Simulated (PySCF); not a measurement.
# Y(NH2)3: from a saddle point downhill

PySCF 2.14.0, RKS PBE0, Y def2-SVP with ECP28, N def2-SVP, H def2-SVP; non-relativistic Hamiltonian with scalar-relativistic core potentials where named; density fitting; no spin-orbit coupling. Relaxed within the symmetry of its start, the geometry (D3h) is

```xyz
10

Y     0.0000    0.0000    0.0000
N     2.1772    0.0000    0.0000
H     2.8044    0.0000    0.8047
H     2.8044    0.0000   -0.8047
N    -1.0886    1.8855    0.0000
H    -1.4022    2.4287    0.8047
H    -1.4022    2.4287   -0.8047
N    -1.0886   -1.8855    0.0000
H    -1.4022   -2.4287    0.8047
H    -1.4022   -2.4287   -0.8047
```

and its lowest harmonic modes are -457, -457, -444, -82, 136, 136 cm⁻¹ (negative: unstable). It was moved along the lowest mode and relaxed again.

(1) Where does it end, and how much lower?

(2) How do the contacts change?

(3) Is the end a minimum?

State: singlet.

## Answers

(1) In nearly D3h, 0.922 eV lower, after 43 steps:
```xyz
10

Y     0.0040   -0.0065   -0.0110
N     2.1460   -0.0059   -0.2219
H     2.7723   -0.8113   -0.2314
H     2.7538    0.8072   -0.3287
N    -1.0737    1.8549   -0.0111
H    -2.0800    1.9933    0.0890
H    -0.6808    2.7928   -0.0965
N    -1.0695   -1.8563    0.2244
H    -2.0788   -1.9641    0.3309
H    -0.6933   -2.8041    0.2563
```

(2) 
| contact | saddle (Å) | end (Å) |
| --- | --- | --- |
| Y1–N2 (NH2) | 2.177 | 2.152 |
| Y1–N5 (NH2) | 2.177 | 2.151 |
| Y1–N8 (NH2) | 2.177 | 2.152 |


(3) Yes; lowest modes 59, 117, 120, 264, 276, 282 cm⁻¹.
